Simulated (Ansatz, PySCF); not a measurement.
System: AsH$_{3}$ (charge +1, doublet). 
Structure (B3LYP-D3(BJ)/def2-TZVP (Ansatz, a first-principles code) minimum search):
```
As
H 1 1.5002
H 1 1.5002 2 112.11
H 1 1.5002 2 112.11 3 -127.13
```
Charge +1, spin multiplicity 2.

Total electronic energies in hartree. Cores are frozen in the correlated levels unless marked. UHF or UKS for open shells. Spin-orbit coupling is left out. The frozen core is the preceding noble-gas configuration, with the filled d and f shells of earlier blocks. No relativistic terms. CBS marks a two-point X^-3 extrapolation of the correlation energy; Hartree-Fock from the larger set. [CCSD(T)-MP2]/basis is that difference in the basis named.

```
level                                                     program  energy (Eh)
-------------------------------------------------  --------------  -----------
HF/aug-cc-pVQZ                                             Ansatz  -2235.66485
PBE-D4/def2-TZVPD                                  Ansatz + dftd4  -2236.96183
BHLYP-D4/def2-TZVPD                                Ansatz + dftd4  -2237.29233
TPSSh-D3(BJ)/def2-TZVPD                             PySCF + dftd3  -2237.26383
MN15/def2-TZVPD                                             PySCF  -2237.61740
LC-wPBE/def2-TZVPD                                         Ansatz  -2237.01005
B2PLYP-D3(BJ)/def2-TZVPD                           Ansatz + dftd3  -2236.88825
RPA@PBE/cc-pVTZ                                            Ansatz  -2235.90209
RI-MP2/aug-cc-pVTZ                                         Ansatz  -2235.78416
SCS-MP2/def2-TZVPPD                                        Ansatz  -2235.75105
CCSD/aug-cc-pVQZ                                           Ansatz  -2235.81883
CCSD(T)/cc-pVQZ                                            Ansatz  -2235.82232
CCSDT/cc-pVDZ                                              Ansatz  -2235.71006
RI-MP2/CBS(cc-pVTZ,cc-pVQZ)+[CCSD(T)-MP2]/cc-pVTZ          Ansatz   -2235.8297
CCSD(T)/CBS(aug-cc-pVTZ,aug-cc-pVQZ)                       Ansatz   -2235.8277
```

Totals of different functionals don't rank their quality; only differences between species are comparable.
